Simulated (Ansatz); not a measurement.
The cluster Li₅Al₅⁺. The state is a doublet with charge 1. Geometry PBE0-D4/def2-SVP.

```csv
atom,x (Å),y (Å),z (Å)
Li1,0.4844,2.0338,-2.5418
Li2,1.7432,-2.7378,-0.0282
Li3,1.3101,2.2053,0.7112
Li4,-3.0560,-0.2205,1.0749
Li5,-1.1168,-1.2272,-2.0845
Al6,-1.0618,1.0989,-0.4479
Al7,-0.5866,0.7719,2.1067
Al8,1.6404,-0.3834,1.5937
Al9,1.2490,-0.1221,-0.9821
Al10,-0.6058,-1.4190,0.5980
```

Another isomer (doublet) lies 0.21 eV lower at PBE0-D4/def2-TZVP; other spin states weren't run for this one.

Problem. Estimate the α-spin orbital energies around the gap (eV) in Ansatz with LDA (SPW92)/def2-TZVP, PBE-D4/def2-SVP, r2SCAN-D4/def2-TZVP, PBE0-D4/def2-SVP, PBE0-D4/def2-TZVP.

Solution. 
```json
{"orbital": "HOMO−13", "LDA (SPW92)/def2-TZVP": "-53.66", "PBE-D4/def2-SVP": "-54.41", "r2SCAN-D4/def2-TZVP": "-56.03", "PBE0-D4/def2-SVP": "-58.55", "PBE0-D4/def2-TZVP": "-58.51"}
{"orbital": "HOMO−12", "LDA (SPW92)/def2-TZVP": "-53.65", "PBE-D4/def2-SVP": "-54.40", "r2SCAN-D4/def2-TZVP": "-56.03", "PBE0-D4/def2-SVP": "-58.55", "PBE0-D4/def2-TZVP": "-58.51"}
{"orbital": "HOMO−11", "LDA (SPW92)/def2-TZVP": "-53.49", "PBE-D4/def2-SVP": "-54.19", "r2SCAN-D4/def2-TZVP": "-55.85", "PBE0-D4/def2-SVP": "-58.32", "PBE0-D4/def2-TZVP": "-58.34"}
{"orbital": "HOMO−10", "LDA (SPW92)/def2-TZVP": "-53.17", "PBE-D4/def2-SVP": "-53.92", "r2SCAN-D4/def2-TZVP": "-55.51", "PBE0-D4/def2-SVP": "-58.05", "PBE0-D4/def2-TZVP": "-58.03"}
{"orbital": "HOMO−9", "LDA (SPW92)/def2-TZVP": "-14.32", "PBE-D4/def2-SVP": "-14.40", "r2SCAN-D4/def2-TZVP": "-14.67", "PBE0-D4/def2-SVP": "-16.04", "PBE0-D4/def2-TZVP": "-15.85"}
{"orbital": "HOMO−8", "LDA (SPW92)/def2-TZVP": "-11.27", "PBE-D4/def2-SVP": "-11.27", "r2SCAN-D4/def2-TZVP": "-11.41", "PBE0-D4/def2-SVP": "-12.49", "PBE0-D4/def2-TZVP": "-12.37"}
{"orbital": "HOMO−7", "LDA (SPW92)/def2-TZVP": "-11.25", "PBE-D4/def2-SVP": "-11.26", "r2SCAN-D4/def2-TZVP": "-11.39", "PBE0-D4/def2-SVP": "-12.48", "PBE0-D4/def2-TZVP": "-12.35"}
{"orbital": "HOMO−6", "LDA (SPW92)/def2-TZVP": "-10.40", "PBE-D4/def2-SVP": "-10.41", "r2SCAN-D4/def2-TZVP": "-10.59", "PBE0-D4/def2-SVP": "-11.59", "PBE0-D4/def2-TZVP": "-11.49"}
{"orbital": "HOMO−5", "LDA (SPW92)/def2-TZVP": "-8.34", "PBE-D4/def2-SVP": "-8.26", "r2SCAN-D4/def2-TZVP": "-8.24", "PBE0-D4/def2-SVP": "-8.87", "PBE0-D4/def2-TZVP": "-8.83"}
{"orbital": "HOMO−4", "LDA (SPW92)/def2-TZVP": "-7.78", "PBE-D4/def2-SVP": "-7.78", "r2SCAN-D4/def2-TZVP": "-7.81", "PBE0-D4/def2-SVP": "-8.46", "PBE0-D4/def2-TZVP": "-8.35"}
{"orbital": "HOMO−3", "LDA (SPW92)/def2-TZVP": "-7.75", "PBE-D4/def2-SVP": "-7.74", "r2SCAN-D4/def2-TZVP": "-7.75", "PBE0-D4/def2-SVP": "-8.36", "PBE0-D4/def2-TZVP": "-8.29"}
{"orbital": "HOMO−2", "LDA (SPW92)/def2-TZVP": "-7.32", "PBE-D4/def2-SVP": "-7.33", "r2SCAN-D4/def2-TZVP": "-7.30", "PBE0-D4/def2-SVP": "-7.96", "PBE0-D4/def2-TZVP": "-7.86"}
{"orbital": "HOMO−1", "LDA (SPW92)/def2-TZVP": "-7.29", "PBE-D4/def2-SVP": "-7.29", "r2SCAN-D4/def2-TZVP": "-7.30", "PBE0-D4/def2-SVP": "-7.93", "PBE0-D4/def2-TZVP": "-7.85"}
{"orbital": "HOMO", "LDA (SPW92)/def2-TZVP": "-7.12", "PBE-D4/def2-SVP": "-7.18", "r2SCAN-D4/def2-TZVP": "-7.26", "PBE0-D4/def2-SVP": "-7.85", "PBE0-D4/def2-TZVP": "-7.78"}
{"orbital": "LUMO", "LDA (SPW92)/def2-TZVP": "-5.67", "PBE-D4/def2-SVP": "-5.62", "r2SCAN-D4/def2-TZVP": "-5.45", "PBE0-D4/def2-SVP": "-5.10", "PBE0-D4/def2-TZVP": "-5.01"}
{"orbital": "LUMO+1", "LDA (SPW92)/def2-TZVP": "-5.64", "PBE-D4/def2-SVP": "-5.60", "r2SCAN-D4/def2-TZVP": "-5.41", "PBE0-D4/def2-SVP": "-5.06", "PBE0-D4/def2-TZVP": "-4.98"}
{"orbital": "LUMO+2", "LDA (SPW92)/def2-TZVP": "-4.89", "PBE-D4/def2-SVP": "-4.86", "r2SCAN-D4/def2-TZVP": "-4.58", "PBE0-D4/def2-SVP": "-4.32", "PBE0-D4/def2-TZVP": "-4.26"}
{"orbital": "LUMO+3", "LDA (SPW92)/def2-TZVP": "-4.88", "PBE-D4/def2-SVP": "-4.82", "r2SCAN-D4/def2-TZVP": "-4.57", "PBE0-D4/def2-SVP": "-4.28", "PBE0-D4/def2-TZVP": "-4.24"}
{"orbital": "LUMO+4", "LDA (SPW92)/def2-TZVP": "-4.72", "PBE-D4/def2-SVP": "-4.65", "r2SCAN-D4/def2-TZVP": "-4.41", "PBE0-D4/def2-SVP": "-4.09", "PBE0-D4/def2-TZVP": "-4.09"}
{"orbital": "LUMO+5", "LDA (SPW92)/def2-TZVP": "-4.71", "PBE-D4/def2-SVP": "-4.62", "r2SCAN-D4/def2-TZVP": "-4.21", "PBE0-D4/def2-SVP": "-4.07", "PBE0-D4/def2-TZVP": "-4.06"}
{"orbital": "β HOMO", "LDA (SPW92)/def2-TZVP": "-7.15", "PBE-D4/def2-SVP": "-7.14", "r2SCAN-D4/def2-TZVP": "-7.11", "PBE0-D4/def2-SVP": "-7.74", "PBE0-D4/def2-TZVP": "-7.66"}
{"orbital": "β LUMO", "LDA (SPW92)/def2-TZVP": "-6.70", "PBE-D4/def2-SVP": "-6.56", "r2SCAN-D4/def2-TZVP": "-6.22", "PBE0-D4/def2-SVP": "-5.95", "PBE0-D4/def2-TZVP": "-5.87"}
```
